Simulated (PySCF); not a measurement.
Constitutional and geometric isomers with formula C2H5N. Gas-phase values, no solvent. One relaxed conformer stands for each flexible species; it need not be the lowest. Strings in code marks are SMILES.

The S1 excitation (TDA) from two functionals at the same geometries (PBE0-D3(BJ)/def2-TZVP), both in PySCF: PBE-D3(BJ)/def2-TZVP and ωB97X-D3(BJ)/def2-TZVP. Excitations are Tamm–Dancoff values on a coarser integration grid. The basis has no diffuse functions, so Rydberg states are missing or too high.

```json
[
 {"species": "`C=CN`", "PBE-D3(BJ)/def2-TZVP (eV)": "5.27", "ωB97X-D3(BJ)/def2-TZVP (eV)": "6.26"},
 {"species": "`C=NC`", "PBE-D3(BJ)/def2-TZVP (eV)": "4.88", "ωB97X-D3(BJ)/def2-TZVP (eV)": "5.18"},
 {"species": "`N(/[H])=C/C`", "PBE-D3(BJ)/def2-TZVP (eV)": "5.35", "ωB97X-D3(BJ)/def2-TZVP (eV)": "5.68"}
]
```

Over these rows, drawn at random from the members with no instability flagged (it was tested for open shells, ions and some series alone), PBE minus ωB97X-D3(BJ): mean -0.54 eV, from -0.99 eV to -0.31 eV.
